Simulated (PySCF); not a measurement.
Te(OMe)(SeH) (CH4OSeTe), SMILES CO[Te][SeH].

Geometry optimised at PBE-D3(BJ)/def2-SVP. This is a generated structure with no PubChem entry under its InChIKey; it may be hypothetical. The def2 effective core potentials stand for the cores of Te; spin–orbit coupling is left out. One conformer was computed; it need not be the lowest.

Calculation: PBE-D3(BJ)/def2-SVP (PySCF).

Frequencies are harmonic and unscaled.

Problem. Give all harmonic wavenumbers and intensities. (The exact figures need the calculation; the answer reports its results.)

Solution. 
```
mode  ν (cm⁻¹)  IR (km/mol)  moving atoms (share of kinetic energy)
----  --------  -----------  --------------------------------------
1           64          1.2        C 45 %, H 21 %, Se 21 %, Te 12 %
2          129          2.1                          H 59 %, O 32 %
3          202          5.5                          H 51 %, O 40 %
4          235          7.8                        Se 57 %, Te 40 %
5          265          1.9         H 35 %, C 34 %, O 20 %, Te 10 %
6          332          5.3                                  H 84 %
7          509         42.2                         O 78 %, Te 10 %
8          655          8.0                                  H 99 %
9         1041         95.6                          O 48 %, C 46 %
10        1123          2.5                          H 75 %, C 19 %
11        1132         11.0                          H 72 %, C 21 %
12        1391          8.9                                  H 93 %
13        1397         15.6                                  H 93 %
14        1425         19.5                                  H 95 %
15        2303         16.9                                  H 99 %
16        2902         79.1                                  H 97 %
17        2975         37.1                          H 90 %, C 10 %
18        3023         14.6                           H 91 %, C 9 %
```
